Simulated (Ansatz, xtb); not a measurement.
## Relative energy of two isomers of C5H8OS

We compare a, `CCC(=S)[C@@H]1CO1`, a singlet, with b, `CC/C(S)=C1\CO1`, a singlet. Both are isolated molecules in the gas phase, relaxed with PBE0-D3(BJ)/def2-SVP; each stands in its lowest conformer found.

Q: Estimate E(b) − E(a) at the level CCSD(T)/def2-SVP + ΔMP2/def2-TZVPP.

A: Calculated at CCSD(T)/def2-SVP + ΔMP2/def2-TZVPP: E(b) − E(a) = +50.9 kJ/mol, so structure a lies lower.

How the difference moves with the method:

```tsv
level	geometry	E(b) − E(a) (kJ/mol)	departure from the last row (kJ/mol)	job, with rough time for the two
GFN2-xTB	GFN2-xTB	+29.1	−21.7	optimisation, 1.8 s
HF/STO-3G	GFN2-xTB	+17.9	−33.0	single point, 4.6 s
r2SCAN-D4/def2-SVP	GFN2-xTB	+50.4	−0.4	single point, 25 s
PBE0-D3(BJ)/def2-SVP	PBE0-D3(BJ)/def2-SVP	+47.2	−3.6	optimisation, 4.3 min
HF/def2-SVP	PBE0-D3(BJ)/def2-SVP	+54.9	+4.0	part of the CCSD(T) run
MP2/def2-SVP	PBE0-D3(BJ)/def2-SVP	+59.8	+8.9	part of the CCSD(T) run
CCSD(T)/def2-SVP	PBE0-D3(BJ)/def2-SVP	+57.4	+6.5	single point
CCSD(T)/def2-SVP + ΔMP2/def2-TZVPP	PBE0-D3(BJ)/def2-SVP	+50.9		single point, 6.6 min
```

As drawn, b has 1 C–S, 1 C=C, 1 S–H in place of 1 C–C, 1 C=S, 1 C–H.

None of the levels shown reverses the order. The largest departure from CCSD(T)/def2-SVP + ΔMP2/def2-TZVPP is that of HF/STO-3G, 33.0 kJ/mol. The last row adds to CCSD(T) the change of the MP2 difference between the two basis sets, here −6.5 kJ/mol.

With thermal terms from frequencies at re-optimised GFN2-xTB minima (ideal gas, soft modes damped towards free rotors, one conformer each, 298.15 K, 1 atm): on the last row, ΔE + ΔZPE = +41.3, ΔH = +43.1, ΔG = +40.7 kJ/mol.

The correlated steps freeze 11 core orbitals. Mirror images aren't counted in ΔG. Programs: Ansatz 0.2.0, xtb 6.7.1; the last row on 2 threads of AMD EPYC (Zen 3) on a shared host.
